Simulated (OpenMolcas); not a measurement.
# neutral nitrogen: terms and fine structure

```
Program             : OpenMolcas
Method              : CASSCF
Basis               : ANO-RCC-VTZP [4s3p2d1f]
Scalar Hamiltonian  : DKH2, point nucleus
Active space        : 5 electrons in 8 orbitals (2s 2p 3s 3p)
State averaging     : 2S+1 = 4 odd, 1 root; 2S+1 = 2 odd, 8 roots; 2S+1 = 4 even, 3 roots; 2S+1 = 2 even, 5 roots (0 in the spin-orbit step)
Spin-orbit coupling : state interaction with AMFI integrals over the reference wave functions, term energies averaged over their components
```

Spin-free terms above the lowest, with the occupations of the reference (each correlating shell added to its valence partner):

| Configuration | Term | E (cm⁻¹) | Occupations |
| --- | --- | --- | --- |
| 2s² 2p³ | ⁴S° | 0.0 | 2s 2.00 2p 3.00 |
| 2s² 2p³ | ²D° | 22249 | 2s 2.00 2p 3.00 |
| 2s² 2p³ | ²P° | 28576 | 2s 1.94 2p 3.06 |
| 2s 2p⁴ | ⁴P | 88618 | 2s 1.00 2p 4.00 |

With spin-orbit coupling, above the lowest level:

```
Configuration  Term    J  E (cm⁻¹)  Measured (cm⁻¹)      g  Term weight %
      2s² 2p³   ⁴S°  3/2       0.0              0.0  2.002            100
      2s² 2p³   ²D°  3/2     22246            19233  0.800            100
      2s² 2p³   ²D°  5/2     22251            19224  1.200            100
      2s² 2p³   ²P°  1/2     28575            28839  0.666            100
      2s² 2p³   ²P°  3/2     28578            28839  1.334            100
       2s 2p⁴    ⁴P  5/2     88588            88107  1.601            100
       2s 2p⁴    ⁴P  3/2     88639            88151  1.735            100
       2s 2p⁴    ⁴P  1/2     88669            88171  2.671            100
```

Against the 7 measured excited levels shown (NIST Handbook of Basic Atomic Spectroscopic Data) the mean absolute deviation is 1100 cm-1; the largest miss in energy is 2s² 2p³ ²D°_5/2: computed 22251, measured 19224 cm⁻¹ (+15.7 %).

Without dynamic correlation excited terms often stand tens of per cent too high (terms of higher spin than the ground term too low), and those without a measured partner can miss by more than the paired ones. Active for correlation alone: 3p 3s; no level in the range computed is led by a configuration that fills them, so any true level of that kind is missing. Computed and measured levels are paired by configuration, term and J; levels that our copy of the source lacks, or whose pairing is in doubt (as where it misses far off the trend of its configuration), stay unpaired and out of the deviations. Only configurations of the active space appear. The first state left out of the spin-orbit step lies near 130000 cm-1 above the lowest spin-free state of the reference (among the parities and spins computed), and the list stops at four fifths of that energy or lower.

The term weight is that of the spin-free term in the level, not the purity of its configuration. ° marks odd parity.
